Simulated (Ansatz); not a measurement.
Input for Ansatz (a program for electronic structure): R-RI-MP2/def2-QZVPP on CH4SSn (SMILES [CH3][Sn][SH]), a point of a torsion scan. Elements past Kr take the def2 small-core potentials; no spin–orbit coupling. Files ending in .json are basis or fitting sets from the Basis Set Exchange. The run froze 15 orbitals, filled d shells among them.

Ansatz 0.2 input:
```yaml
crystal:
  periodic: [false, false, false]
  atoms:
    - {symbol: C, position_ang: [-1.18803985, 0.00527359, -0.04468679]}
    - {symbol: Sn, position_ang: [0.38676714, 1.62454238, 0.15135371]}
    - {symbol: S, position_ang: [-0.34658065, 2.95013835, -1.76560991]}
    - {symbol: H, position_ang: [-0.76112159, -0.87245338, -0.53670909]}
    - {symbol: H, position_ang: [-2.06752110, 0.30413357, -0.61624130]}
    - {symbol: H, position_ang: [-1.53289765, -0.32515246, 0.93716526]}
    - {symbol: H, position_ang: [-1.35448367, 2.20176467, -2.17470133]}
basis:
  gaussian:
    orbitals: def2-QZVPP.json
    fitting: {mean_field: def2-universal-JKFIT, correlation: def2-QZVPP-RIFIT.json}
magnetization: {spin_polarized: false}
correlation: {method: mp2, electrons: outside_noble_gas}
scf: {lower_state_search: off}
```

Task: Give the final energy of this run.

Result: -651.6259 hartree.
